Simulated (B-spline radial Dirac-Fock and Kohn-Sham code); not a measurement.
Model: relativistic Hartree-Fock (Dirac-Fock) wave functions, averaged over the configuration. Program: a radial finite-basis atomic code.

**Question.** This computed X-ray form factor belongs to an atom or ion in its tabulated ground configuration. Which?

```
sin θ/λ (Å⁻¹)      f₀
         0.15  41.496
          0.2  41.110
         0.25  40.624
          0.3  40.043
          0.7  33.017
            1  26.966
          1.4  20.575
          1.6  18.323
            3   9.900
```

**Answer.** Au³⁷⁺, with 42 electrons in [Kr] 4d6. f₀ tends to the number of electrons as s goes to zero, which the first rows give only roughly, and the rate of fall reflects the nuclear charge, 79.
